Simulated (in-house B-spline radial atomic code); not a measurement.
Ne⁺ is squeezed into an impenetrable sphere of radius R (the orbitals vanish at R). Caution: exact exchange at fractional occupations of open shells leaves self-interaction of up to several eV. Method: non-relativistic PBE0, spin-polarised, spherical fractional occupations, point nucleus. Calculated with a radial B-spline atomic code at the basis-set limit.

Energies in eV above the free ion in [He] 2s2 2p5:

```
R (bohr)  highest level (eV)  [He] 2s2 2p5  [He] 2s1 2p6  -dE/dV in [He] 2s2 2p5 (GPa)
    7.65               -32.2             0         22.63                      7.11e-06
    5.87               -32.2     0.0003041         22.63                       0.00222
    4.87               -32.2      0.005569         22.64                        0.0584
    4.54               -32.1       0.01443         22.65                         0.173
    3.48               -31.8        0.2995         22.98                          6.06
    3.02                 -31         1.111         23.89                          29.9
    2.73               -29.9         2.551         25.49                          84.7
    2.25               -25.4         10.29         33.79                           515
    1.94               -18.5         25.91         50.07                          1790
    1.32                  26         181.4         205.1                         29700
```

**Question.** Does [He] 2s1 2p6 fall below [He] 2s2 2p5 under compression?

**Answer.** No, it stays above over the whole range.

The highest level is first positive in the row R = 1.32 bohr, pushed up by confinement above the zero of the free ion's potential. Each configuration is held fixed and needn't be the lowest in the sphere.
